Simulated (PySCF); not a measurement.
Telling isomers of C₆H₁₀F₂ apart by NMR

How the numbers were obtained: geometry from GFN2-xTB, PBE0/pcSseg-1 with gauge-including orbitals, in PySCF (fast rotation and ring inversion assumed for equivalent nuclei, no solvent model, one computed conformer, no relativistic terms).

Referencing at the same level of theory: TMS for ¹H, ¹³C. Splittings of carbon signals by F and P are missing where no couplings were computed. Where no couplings were computed, multiplicities follow the n + 1 count of equivalent neighbours, and m marks all less simple cases (inequivalent or close neighbours, rings, F or P nearby). Shifts are as computed. Against solution values, carbons near 30 ppm lie about +3 ppm off and those near 130 ppm about +5 ppm. Of 1309 compounds with measured shifts, 239 miss one by over three times the rms of a fit or turn the order of signals round; such compounds aren't used in these exercises.

(1) Tabulate the signals of `FC1(F)CCCCC1`, `C/C=C(/C)CC(F)F`, `C[C@H](F)/C=C/[C@@H](C)F` and their relative energies.

(2) What is the quickest way to tell FC1(F)CCCCC1 from C/C=C(/C)CC(F)F?

(3) What is the quickest way to tell C/C=C(/C)CC(F)F from C[C@H](F)/C=C/[C@@H](C)F?

(4) What is the quickest way to tell FC1(F)CCCCC1 from C[C@H](F)/C=C/[C@@H](C)F?

Answers

(1) 
| SMILES | carbon types | δC | δH | E rel. (kcal/mol) |
| --- | --- | --- | --- | --- |
| FC1(F)CCCCC1 | 1×C 5×CH2 | 128.4, 38.9, 28.9, 27.0 | 1.90 (m, 4H), 1.69 (m, 4H), 1.40 (m, 2H) | 0.0 |
| C/C=C(/C)CC(F)F | 1×C 2×CH 1×CH2 2×CH3 | 137.0, 130.8, 124.1, 41.1, 29.3, 17.0 | 5.94 (m, 1H), 5.81 (q, 1H), 2.61 (m, 2H), 1.95 (s, 3H), 1.81 (d, 3H) | 26.0 |
| C[C@H](F)/C=C/[C@@H](C)F | 4×CH 2×CH3 | 136.2, 93.0, 24.7 | 6.03 (m, 2H), 5.46 (m, 2H), 1.42 (m, 6H) | 31.6 |

Energies are electronic energies at PBE0/pcSseg-1 on these geometries, without zero-point or thermal terms, each for the one conformer computed, which needn't be the lowest.

(2) Count the carbon signals: 4 against 6. The first has an sp3 CH2 in a ring at 27.0 ppm, the second an alkene CH at 130.8 ppm. Their most deshielded carbons lie at 128.4 and 137.0 ppm. In the proton spectra the most deshielded non-exchanging signals are 1.90 (m, 4H) and 5.94 (m, 1H).

(3) Count the carbon signals: 6 against 3. The first has a fully substituted alkene carbon (C) at 137.0 ppm, the second an allylic sp3 CH bonded to F at 93.0 ppm. Their most deshielded carbons lie at 137.0 and 136.2 ppm.

(4) Count the carbon signals: 4 against 3. The first has a fully substituted sp3 carbon bonded to 2 F (C) at 128.4 ppm, the second an alkene CH at 136.2 ppm. In the proton spectra the most deshielded non-exchanging signals are 1.90 (m, 4H) and 6.03 (m, 2H).
